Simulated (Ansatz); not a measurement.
```xyz
2

C    -0.814   -0.180    0.060
Se    0.814    0.180   -0.060
```

Total charge 0; spin multiplicity 1.

(1) List the CAM-B3LYP/def2-TZVPP orbital energies in eV (Ansatz 0.2.0). (An estimate is asked.)

## Answers

(1) Computed: Occupied: -12353.99, -1583.21, -1421.39, -1421.39, -1421.36, -281.83, -215.84, -159.85, -159.85, -159.81, -60.67, -60.66, -60.66, -60.63, -60.63, -23.95, -15.94, -10.58, -10.58, -10.01. Lowest empty: -1.36, -1.36, 2.69, 3.90, 6.31, 6.31, 7.04, 7.65.
